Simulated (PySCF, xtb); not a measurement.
SbF2Cl, SMILES [Sb]([F])([Cl])[F].

Harmonic wavenumbers (cm⁻¹) from GFN2-xTB in xtb at its own minimum, in rising order: 121, 130, 157, 323, 386, 400.

Task: What does B3LYP-D3(BJ)/def2-SVP (PySCF) give at its own minimum? (An estimate is asked for; the answer gives what the named calculation found.)

Result: 149, 172, 212, 372, 636, 643. Paired by order, the mean absolute difference is 111 cm⁻¹ and the zero-point energies are 2.2 and 3.1 kcal/mol.
